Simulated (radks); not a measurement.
Species: Xe2+. Configuration: [Kr] 4d10 5s2 5p4. Method: scalar-relativistic Kohn-Sham, BLYP, spin-polarised, spherical densities, finite nucleus; open shells are filled with parallel spins first (spin-orbit coupling, left out, can overturn this in heavy ions); Fermi nuclear charge, rms radius 4.7859 fm; computed with a radial shooting solver on a logarithmic mesh with Libxc functionals.

Radial electron density D(r) = 4 pi r^2 rho(r):

r (bohr)  D(r) (e/bohr)    spin D(r)
0.004262          21.16   -0.0000355
0.004961          25.94  -0.00000741
0.005776          31.41    0.0000530
0.006724          37.50     0.000169
0.007828          44.03     0.000379
0.009113          50.72     0.000742
0.01052           56.85      0.00131
0.01225           62.60      0.00227
0.01426           67.08      0.00378
0.0166            69.76      0.00609
0.01933           70.33      0.00951
0.0225            68.88       0.0144
0.0262            66.03       0.0210
0.0305            62.99       0.0294
0.03551           61.36       0.0393
0.04133           62.66       0.0495
0.04812           67.67       0.0580
0.05602           75.72       0.0619
0.06521           84.44       0.0580
0.07592           90.42       0.0445
0.08838           90.66       0.0235
0.1029            84.56      0.00267
0.1198            74.93     -0.00537
0.1394            67.05       0.0111
0.1623            65.46       0.0531
0.189             70.30        0.103
0.22              76.22        0.128
0.2561            75.72        0.103
0.2982            65.13       0.0408
0.3471            48.03     -0.00133
0.4041            32.79       0.0387
0.4704            25.84        0.162
0.5477            26.75        0.281
0.6376            29.59        0.279
0.7422            28.78        0.139
0.8641            23.38     -0.00818
1.006             16.27       0.0262
1.171             10.52        0.322
1.352             7.336        0.754
1.574             5.667         1.16
1.833             4.582         1.32
2.134             3.423         1.17
2.484             2.193        0.818
2.892             1.165        0.457
3.367            0.5017        0.202
3.919            0.1715       0.0690
4.563           0.04491       0.0177
5.312          0.008613      0.00327
6.184          0.001163     0.000413
7.199         0.0001052    0.0000340

D(r) has 4 maxima, at r = 0.0187, 0.0822, 0.236, 0.674 bohr, and minima at 0.0361, 0.156, 0.494 bohr, inside which lie 1.97, 11.21, 28.98 electrons.
